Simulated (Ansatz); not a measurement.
C2H9ClHfN2O, SMILES `C[N](C)[Hf]([NH2])([OH])[Cl]`. The species carries charge 0 and has multiplicity 1. Hf takes the def2 core potential.

```
atom   x (Å)   y (Å)   z (Å)
  C1  -0.400   1.397   1.283
  N2  -0.440   0.517   0.137
  C3  -1.322   0.989  -0.897
 Hf4   0.745  -1.113   0.280
  N5   0.499  -2.169  -1.432
  O6   2.597  -0.588   0.400
 Cl7   0.014  -2.332   2.203
  H8   0.274   1.010   2.060
  H9  -1.389   1.502   1.751
 H10  -0.044   2.403   1.016
 H11  -1.020   1.981  -1.264
 H12  -1.317   0.302  -1.745
 H13  -2.357   1.078  -0.535
 H14   1.197  -2.311  -2.149
 H15  -0.302  -2.749  -1.642
 H16   3.264   0.080   0.533
```

(1) What are the harmonic wavenumbers in cm⁻¹ at PBE0-D4/def2-TZVP (Ansatz, finite differences of forces, unscaled)? (Best estimate.)

(2) Is this a minimum?

(3) Give the ideal-gas thermochemistry at 298.15 K and 1 bar (rigid rotor, harmonic oscillator; point group C1, symmetry number 1).

## Answers

(1) Computed: 49, 80, 93, 115, 132, 154, 173, 200, 243, 251, 264, 285, 312, 344, 355, 471, 501, 542, 629, 682, 992, 1089, 1101, 1158, 1213, 1298, 1438, 1455, 1466, 1480, 1494, 1514, 1545, 2974, 2980, 3018, 3031, 3052, 3122, 3563, 3655, 3995.

(2) Yes, all 42 modes are real.

(3) Zero-point energy 314.1 kJ/mol; H(298) − E = 349.3 kJ/mol; entropy 467.4 J/(mol·K), of which translation 179.6, rotation 124.5, vibration 163.3; G(298) − E = 210.0 kJ/mol. Modes under 100 cm⁻¹ are hindered rotations or soft bends, so the harmonic entropy is rough.
